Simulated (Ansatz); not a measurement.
**How methods differ on C3H9Ga (trimethylgallium (TMGa))**

C3H9Ga: 13 atoms, total charge 0, spin state singlet. SMILES: `C[Ga](C)C`. The coordinates come from a PBE0-D4/def2-TZVP relaxation.

Each level gives the electronic atomisation energy (eV). The values are calculated. Electronic energies at fixed atoms, without zero-point motion or spin-orbit coupling.

```csv
level,kind,program,value (eV)
HF/def2-SVP,Hartree–Fock,Ansatz,36.90
PBE/def2-SVP,GGA,Ansatz,48.20
r2SCAN/def2-SVP,meta-GGA,Ansatz,48.07
B3LYP/def2-SVP,global hybrid,Ansatz,47.48
PBE0/def2-SVP,global hybrid,Ansatz,48.01
CAM-B3LYP/def2-SVP,range-separated hybrid,Ansatz,47.92
B2PLYP/def2-SVP,double hybrid,Ansatz,47.09
RPA@PBE/def2-SVP,RPA,Ansatz,44.55
MP2/def2-SVP,perturbation theory,Ansatz,46.04
```

All-electron rows without a relativistic Hamiltonian named are non-relativistic. Correlated wave functions underbind in double-zeta sets. The values span 36.90 to 48.20 eV. In the correlated wave-function rows the outer d shell of Ga is correlated, in sets not made for it.
